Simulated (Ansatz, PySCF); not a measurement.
System: BHCl, charge 0, doublet. BHCl (SMILES [BH]Cl, doublet).
B3LYP-D3(BJ)/def2-TZVP minimum from Ansatz (a quantum-chemistry and plane-wave program):
```
B
H 1 1.1892
Cl 1 1.7169 2 123.67
```
Charge 0, spin multiplicity 2.

Atomisation energy term by term, kcal/mol (programs: Ansatz). Radicals and triplets start from unrestricted determinants; spin-orbit coupling is neglected. Cores are frozen in correlated methods. Rows without X2C or -DK are non-relativistic. CBS(X,Y): correlation extrapolated as X^-3, Hartree-Fock from the larger set (Q,5: extrapolated as (X+1)exp(-9√X)). A bracket is a step between two methods taken in the basis named. 'core' is core correlation in cc-pwCVTZ (1s frozen past Ne), 'X2C' scalar relativity in cc-pVTZ-DK, both at CCSD(T). For partners of very few electrons the exact lower level stands in for a higher one.

```tsv
term	basis	kcal/mol
Hartree-Fock	CBS(cc-pV(Q+d)Z,cc-pV(5+d)Z)	151.99
CCSD correlation	CBS(cc-pV(Q+d)Z,cc-pV(5+d)Z)	32.85
(T)	CBS(cc-pV(Q+d)Z,cc-pV(5+d)Z)	3.62
CCSDT(Q) - CCSD(T)	cc-pV(Q+d)Z	0.12
CCSDTQ - CCSDT(Q)	cc-pV(D+d)Z	-0.03
core correlation	cc-pwCVTZ	1.04
scalar relativity	X2C, cc-pVTZ-DK	-0.27
minus zero-point energy	Hessian by PySCF at B3LYP-D3(BJ)/def2-TZVP	-6.25
sum: D0		183.1
```

The step beyond CCSD(T) by other levels: CCSDTQ in cc-pV(D+d)Z 0.25; CCSDT(Q) in cc-pV(D+d)Z 0.27; CCSDT(Q) in cc-pV(T+d)Z 0.16 kcal/mol.
